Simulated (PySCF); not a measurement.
A structure optimised at PBE-D3(BJ)/def2-SVP, used in a PySCF frequency run:

```
Mo
F 1 1.8539
C 1 2.0885 2 110.70
H 3 1.1075 1 113.11 2 180.00
H 3 1.1115 4 109.33 1 -119.37
H 3 1.1115 4 109.33 5 -121.26
S 1 2.1206 2 114.03 3 116.79
S 1 2.1206 2 114.03 3 -116.79
```

### Question
Write its SMILES, formula and point group.

### Answer
[CH3][Mo]([F])(=[S])=[S], CH₃FMoS₂, Cs

### Question
What are its rotational constants (standard atomic weights)?

### Answer
2.2393, 1.7786, 1.5395 GHz
